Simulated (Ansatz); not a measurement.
Problem. Name a neutral molecule of C, Cl, F, N, O, W and H with LUMO energy (ωB97M-V/def2-TZVPP) between -0.65 and -0.35 eV and LUMO energy (B3LYP/def2-TZVPP) between -2.80 and -2.50 eV (Ansatz, PBE0-D4/def2-TZVP geometry).

Solution. `C[N]=[W]([OH])([F])([Cl])[Cl]` (-0.42 eV, -2.61 eV). Other molecules can fit too; these were computed, each in one conformer that needn't be the lowest.

B3LYP here is the variant with VWN-RPA as its local correlation; programs differ in this.
